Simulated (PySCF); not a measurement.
## Vibration and rotation of SnSe⁺

UHF-CCSD(T) constants of SnSe⁺, ²Π (doublet), unpaired electrons π ↑ (Sn aug-cc-pVDZ-PP with ECP28, Se aug-cc-pVDZ-PP with ECP10; scalar-relativistic core potentials (PySCF 2.14); masses 119.9022 and 79.9165 u):

| Property | Result |
| --- | --- |
| ωe | 252.4 cm⁻¹ |
| ωexe | 0.536 cm⁻¹ |
| Be | 0.054697 cm⁻¹ |
| αe | 0.000161 cm⁻¹ |
| De to Sn⁺ + Se | 2.64 eV |

Problem. What force constant and bond length do these constants imply?

Solution. Reduced mass μred = 47.954 u; k = 5.8918×10⁻⁷·μred·ωe² (u, cm⁻¹, mdyn/Å) = 1.80 mdyn/Å; Re = √(16.8576/(μred·Be)) (u, cm⁻¹, Å) = 2.535 Å.

Problem. Estimate the centrifugal constant D from the Kratzer relation and find the Dunham coefficient a1.

Solution. D = 4Be³/ωe² = 1.03e-08 cm⁻¹; a1 = −1 − αeωe/(6Be²) = -3.26.

Correlated steps freeze 8 core orbitals. Correlated levels converge slowly with the basis: in double zeta they bind strong bonds too weakly, by up to about 1 eV, and carry superposition errors of some tenths. These are scalar-relativistic numbers at best; spin–orbit coupling would shift them, the dissociation energy most. For an ion De counts to the pair picked by the measured ionisation energies or electron affinities, which need not be the lowest pair at this level. The state is the lowest determinant that a PBE0 search found; another state may lie lower at other levels.
